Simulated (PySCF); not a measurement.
## Bond length, frequency and bond energy of TcCl by level of theory

State: ⁷Σ⁺ (septet), unpaired electrons σ ↑↑, π ↑↑, δ ↑↑. Set-up: basis Tc def2-TZVPP with ECP28, Cl def2-TZVPP; scalar-relativistic core potentials; PySCF 2.14. De refers to Tc (4d5 5s2) + Cl in their high-spin ground configurations, without counterpoise correction. The functionals are run spin-unrestricted. A positive dipole means Tc(−)Cl(+).

```tsv
Level	Re (Å)	ωe (cm⁻¹)	De (eV)	μ (D)
UHF	2.439	321	n/a	-3.60
UHF-MP2	2.345	349	n/a	n/a
UHF-SCS-MP2	2.360	344	n/a	n/a
UHF-CCSD	2.366	343	3.45	n/a
UHF-CCSD(T)	2.356	347	3.49	n/a
PBE	2.342	335	n/a	-1.67
PBEsol	2.315	348	n/a	-1.48
revPBE	2.356	327	n/a	-1.76
r²SCAN	2.350	341	n/a	-2.22
M06-L	2.366	333	n/a	-2.34
r²SCANh	2.352	342	n/a	-2.38
PBE0	2.344	342	n/a	-2.23
CAM-B3LYP	2.353	342	n/a	-2.34
```

Q: What does a quarter of exact exchange do here, going from PBE to PBE0?

A: PBE0 less PBE: +0.2 pm in Re, +2.1 % in ωe. Exact exchange removes part of the self-interaction that spreads semilocal densities, and in most molecules shortens and stiffens the bond and lowers De; here Re goes the other way.

Q: What does the step from GGA to meta-GGA do here, going from PBE to r²SCAN?

A: r²SCAN less PBE: +0.8 pm in Re, +1.8 % in ωe. 

Q: What does second-order correlation do here, going from UHF to UHF-MP2?

A: UHF-MP2 less UHF: -9.4 pm in Re, +8.7 % in ωe. Correlation nearly always deepens the well. The bond shortens, as in weak, metallic or heavy-atom bonds, where dispersion and the correlation of outer-core electrons pull the atoms together.

Correlated steps freeze 5 core orbitals. De is left out where the level can put another filling of the metal’s s and d shells below the measured ground configuration, by anything from nothing to about 1 eV. Spin–orbit coupling is left out, which matters for elements this heavy, above all for dissociation energies. Counting both spins, an empty level lies below a filled one in some of these solutions, because spin and occupation are held. The state is the lowest single determinant that the PBE0 search found; with open d or f shells the true ground state can be another one.

The whole job (state search and all levels along the bond) took about 23 min on 2 threads of Arm Neoverse V1 (shared host), peak memory 4.3 GiB.
